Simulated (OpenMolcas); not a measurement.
An atom or ion with 44 electrons was computed by SS-CASPT2, IPEA 0.25 Eh, imaginary shift 0.1 Eh with spin-orbit coupling (OpenMolcas, ANO-RCC-VQZP, DKH2). The lowest levels that the run gave, each within 12 % of the measured value where one is at hand:

| J | Parity | E (cm⁻¹) | g |
| --- | --- | --- | --- |
| 4 | even | 0.0 | 1.249 |
| 3 | even | 3310 | 1.084 |
| 2 | even | 4710 | 0.722 |
| 2 | even | 10130 | 1.230 |
| 1 | even | 13610 | 1.501 |
| 0 | even | 13850 |  |
| 2 | even | 14450 | 1.215 |
| 4 | even | 18020 | 1.002 |
| 0 | even | 41510 |  |
| 5 | even | 53000 | 1.397 |
| 4 | even | 55050 | 1.346 |
| 3 | even | 56640 | 1.248 |

Problem. Which ion is it, and what are the configurations and terms?

Solution. Pd²⁺ (Z = 46, charge +2; active space 8 electrons in 6 orbitals (4d 5s)). J, parity and g give the terms where levels are pure, and mixed ones are named by the computed weights; the size of the splittings, set against known spectra of the 44-electron sequence, gives the charge. In order, with the measured energies in cm⁻¹ (Moore, Atomic Energy Levels, vol. III, NSRDS-NBS 35 (1971 reprint of NBS Circular 467, 1958)): 4d⁸ ³F₄, 4d⁸ ³F₃ (3230), 4d⁸ ³F₂ (4687), 4d⁸ ³P₂ [53 %], 4d⁸ ³P₁ (13470), 4d⁸ ³P₀ (13699), 4d⁸ ¹D₂ [51 %], 4d⁸ ¹G₄ (17880), 4d⁸ ¹S₀, 4d⁷ 5s ⁵F₅ (52916), 4d⁷ 5s ⁵F₄ (55089), 4d⁷ 5s ⁵F₃ (56742).

Term energies are means over components that CASPT2 splits; among the terms shown or strongly mixed into the levels shown the widest spread is 930 cm-1 (4d⁸ ¹G). Terms from blocks run as CI alone lack orbitals of their own. A single d shell beside an s shell can misplace configurations of different d count against each other. Computed and measured levels are paired by configuration, term and J; levels that our copy of the source lacks, or whose pairing is in doubt (as where it misses far off the trend of its configuration), stay unpaired and out of the deviations. Only configurations of the active space appear.

A share in square brackets marks a mixed level and gives the weight of the term that names it.
